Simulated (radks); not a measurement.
Initial-state core-level shifts of the silicon ion Si3+ when its valence configuration changes from [Ne] 3s1. All-electron calculation, scalar-relativistic Kohn-Sham, PBE, spin-polarised, spherical densities, point nucleus; open shells are filled with parallel spins first. Program: a radial shooting solver on a logarithmic mesh with Libxc functionals. Shifts are changes of the shell-averaged eigenvalues in eV (positive: less bound).

\begin{tabular}{lrrr}
valence & 1s & 2s & 2p \\ \hline
3p1 & -1.249 & -1.264 & -1.243 \\
3s0.5 3p0.5 & -0.624 & -0.633 & -0.622 \\
\end{tabular}
